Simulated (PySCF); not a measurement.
C2H6ClFSi2, SMILES F[SiH2]/C=C(/[SiH3])Cl. Heavy atoms are numbered as in [F:1][SiH2:2]/[CH:3]=[C:4](/[SiH3:5])[Cl:6]. Hydrogens are named by the atom that carries them.

The structure is a stationary point at B3LYP-D3(BJ)/def2-SVP. The structure was generated by enumeration; whether it is a known compound was not checked. Other conformers were not sampled.

All values below come from M06-2X/def2-TZVP (PySCF).

ESP charges are fitted to the potential on shells at 1.4 to 2.0 van der Waals radii. Atomic charges (e), one atom of each kind:

```tsv
atom	ESP fit	Mulliken	meta-Löwdin	Löwdin
F1	-0.29	-0.35	-0.53	-0.04
Si2 (SiH2)	0.55	0.53	0.98	0.23
C3 (CH)	-0.22	-0.31	-0.38	(withheld)
C4	-0.10	-0.09	-0.18	(withheld)
Si5 (SiH3)	0.20	0.21	0.52	0.28
Cl6	-0.07	-0.10	-0.08	0.37
H on Si2	-0.08	-0.01	-0.11	(withheld)
H on C3	0.17	0.16	0.14	(withheld)
H on Si5	-0.02	-0.01	-0.08	-0.03
```

Fill in the missing entries. (Estimate from the structure and the level; the computed values follow.)


- C3 (CH), Löwdin: -0.30
- C4, Löwdin: -0.55
- H on Si2, Löwdin: -0.03
- H on C3, Löwdin: 0.16

Computed Mayer and Wiberg (Löwdin basis) orders of the bonds:
```tsv
bond	Mayer	Wiberg
F1–Si2	1.02	1.66
Si2–C3	0.95	1.09
C3–C4	1.77	2.09
C4–Si5	0.93	1.11
C4–Cl6	1.05	1.57
```
